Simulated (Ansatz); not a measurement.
C₂H₈OSi₂ (`CC1(O)[SiH2][SiH2]1`). Charge 0, multiplicity 1. All single points use the PBE0-D4/def2-TZVP geometry. It is one conformer, not always the lowest.

```xyz
13

C    -0.007    1.452   -0.541
C    -0.139    0.224    0.328
O    -0.528    0.502    1.660
Si   -1.058   -1.287   -0.410
Si    1.146   -1.200    0.076
H     0.238    1.188   -1.574
H    -0.942    2.020   -0.549
H     0.791    2.110   -0.177
H     0.213    0.920    2.110
H    -1.999   -1.987    0.494
H    -1.563   -1.123   -1.796
H     1.646   -1.819    1.328
H     2.202   -1.002   -0.949
```

Task: What is the dipole moment at PBE/def2-TZVPP? (Estimate.)

Result: Ansatz gave: 1.31 D, with components (1.02, 0.76, -0.30) D in this frame, pointing from negative to positive charge.

Task: And with r2SCAN, B3LYP, ωB97M-V? (An estimate is asked.)

Result: Computed: r2SCAN 1.34 D, B3LYP 1.33 D, ωB97M-V 1.33 D.

Task: Give the Mulliken charges with PBE, B3LYP, r2SCAN in def2-TZVPP. (Estimate.)

Result: Computed: 
| atom | PBE | B3LYP | r2SCAN |
| --- | --- | --- | --- |
| C1 | -0.25 | -0.24 | -0.13 |
| C2 | 0.09 | 0.07 | 0.04 |
| O3 | -0.30 | -0.34 | -0.36 |
| Si4 | 0.13 | 0.18 | 0.21 |
| Si5 | 0.08 | 0.13 | 0.15 |
| H6 | 0.08 | 0.07 | 0.04 |
| H7 | 0.09 | 0.09 | 0.06 |
| H8 | 0.07 | 0.07 | 0.03 |
| H9 | 0.18 | 0.18 | 0.20 |
| H10 | -0.04 | -0.05 | -0.06 |
| H11 | -0.05 | -0.06 | -0.06 |
| H12 | -0.04 | -0.05 | -0.05 |
| H13 | -0.05 | -0.06 | -0.06 |

B3LYP here is the variant with VWN-RPA as its local correlation; programs differ in this.
